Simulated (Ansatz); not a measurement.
Reaction (cleavage of the Si–B bond): `O[SiH2]BO[SiH3]` + `CC(O)=S` → `CC(=S)O[SiH2]O` + `BO[SiH3]`

Computed with Ansatz on PBE0-D4/def2-TZVP structures; ΔE is electronic, products minus reactants. CCSD(T)/CBS adds triple-zeta CCSD(T) − MP2 to the extrapolated MP2 energy (def2 sets, frozen cores). Functionals use def2-TZVPP. B3LYP here is the variant with VWN-RPA as its local correlation; programs differ in this. Each species was taken in one conformer, which may not be the lowest.

```
         level  ΔE (eV)
           PBE    -0.84
          PBE0    -0.92
         B3LYP    -1.05
MP2/def2-TZVPP    -1.21
```

Q: What does CCSD(T)/CBS give? (An estimate is asked.)

A: Ansatz gave: -1.13 eV. The listed levels differ from it by 0.29, 0.21, 0.08, -0.08 eV.

Largest T1 diagnostic among the species: 0.017.

In def2-TZVPP, CCSD(T) changes the Hartree–Fock value by +0.12 eV (the triples alone add +0.01 eV) and MP2 by +0.03 eV. The D4 term adds −0.07 eV with B3LYP and −0.04 eV with PBE0; it sums over pairs of atoms, weighted by their polarisabilities, and B3LYP, whose exchange is more repulsive, gets the larger term. From PBE to PBE0 (25 % exact exchange), in def2-TZVPP and without D4, ΔE moves by −0.08 eV.
